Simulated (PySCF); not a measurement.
# Name the molecule from its bond curve

A diatomic of charge 0 contains Sr. Its singlet curve at PBE0 in a double-zeta basis (scalar-relativistic core potentials, PySCF), in eV from the separated fragments:

```json
{"R (Å)": "3.542", "E (eV)": "-0.055"}
{"R (Å)": "3.707", "E (eV)": "-0.111"}
{"R (Å)": "3.872", "E (eV)": "-0.139"}
{"R (Å)": "3.995", "E (eV)": "-0.148"}
{"R (Å)": "4.119", "E (eV)": "-0.149"}
{"R (Å)": "4.243", "E (eV)": "-0.145"}
{"R (Å)": "4.407", "E (eV)": "-0.135"}
{"R (Å)": "4.613", "E (eV)": "-0.118"}
{"R (Å)": "4.860", "E (eV)": "-0.096"}
{"R (Å)": "5.190", "E (eV)": "-0.069"}
```

The fit gives ωe = 73.2 cm⁻¹ and the rotational constant Bₑ = 0.05368 cm⁻¹.

Which atom is the partner?

The minimum lies at 4.082 Å, so the reduced mass is 16.8576 u Å² cm⁻¹/(Bₑ·Re²) = 18.85 u. With Sr at 87.91 u the partner weighs about 24.0 u: Mg. The molecule is SrMg.

Closed-shell solutions of metal pairs were not tested for spin polarisation, which can lower them a little.
